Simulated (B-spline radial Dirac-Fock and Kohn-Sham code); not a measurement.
# Magnetic form factor of the 4f shell of Os¹⁶⁺

System: the Os¹⁶⁺ ion in the configuration [Kr] 4d10 4f12 5s2.

The run's input, task.json:

```json
{"items": [{
  "Z": 76,
  "q": 16,
  "cfg": [[1, 0, 2], [2, 0, 2], [2, 1, 6], [3, 0, 2], [3, 1, 6], [3, 2, 10], [4, 0, 2], [4, 1, 6], [4, 2, 10], [4, 3, 12], [5, 0, 2]],
  "A": 192,
  "rrms": 5.4126,
  "do": ["scatter"],
  "s": [0.0, 0.05, 0.1, 0.15, 0.2, 0.25, 0.3, 0.35, 0.4, 0.45, 0.5, 0.6, 0.7, 0.8, 0.9, 1.0, 1.1, 1.2, 1.4, 1.6, 1.8, 2.0, 2.5, 3.0, 3.5, 4.0, 5.0, 6.0],
  "pz": [0, 0.1, 0.2, 0.3, 0.4, 0.5, 0.6, 0.8, 1.0, 1.2, 1.4, 1.6, 1.8, 2.0, 2.5, 3.0, 4.0, 5.0, 7.0, 10.0, 15.0, 20.0, 30.0, 40.0, 60.0, 100.0],
  "hv_scatter": [1000, 2000, 5000, 8047.8, 10000, 30000, 100000, 500000]
}]}
```

Run with: `python xray_run.py task.json out`

Calculated with an atomic code on a B-spline grid, using Dirac-Fock densities. ⟨j_K⟩ is the integral of the 4f radial density with the spherical Bessel function j_K(4πsr), s = sin θ/λ.

Hund's rules give S = 1, L = 5, J = 6 for 4f12, so g = 1.167, and the dipole approximation is F = ⟨j0⟩ + C₂⟨j2⟩ with C₂ = (2 − g)/g = 0.714.

```tsv
s (Å⁻¹)	⟨j0⟩	⟨j2⟩	⟨j4⟩	⟨j6⟩	F (dipole)
0	1.0000	0.0000	0.0000	0.0000	1.0000
0.05	0.9945	0.0022	0.0000	0.0000	0.9961
0.1	0.9783	0.0087	0.0000	0.0000	0.9844
0.15	0.9518	0.0191	0.0002	0.0000	0.9654
0.2	0.9161	0.0329	0.0005	0.0000	0.9395
0.25	0.8722	0.0495	0.0012	0.0000	0.9076
0.3	0.8217	0.0681	0.0023	0.0001	0.8703
0.35	0.7660	0.0879	0.0041	0.0001	0.8288
0.4	0.7067	0.1080	0.0065	0.0003	0.7839
0.45	0.6453	0.1278	0.0098	0.0005	0.7366
0.5	0.5833	0.1465	0.0138	0.0009	0.6879
0.6	0.4622	0.1786	0.0241	0.0022	0.5898
0.7	0.3514	0.2013	0.0368	0.0046	0.4952
0.8	0.2554	0.2138	0.0508	0.0081	0.4082
0.9	0.1763	0.2167	0.0649	0.0128	0.3310
1	0.1137	0.2114	0.0778	0.0185	0.2647
1.1	0.0660	0.2001	0.0887	0.0249	0.2089
1.2	0.0311	0.1847	0.0971	0.0317	0.1630
1.4	-0.0100	0.1484	0.1061	0.0447	0.0960
1.6	-0.0262	0.1123	0.1058	0.0551	0.0540
```

Radial moments of the shell: ⟨r²⟩ = 0.2986, ⟨r⁴⟩ = 0.1622, ⟨r⁶⟩ = 0.1421 in powers of bohr.
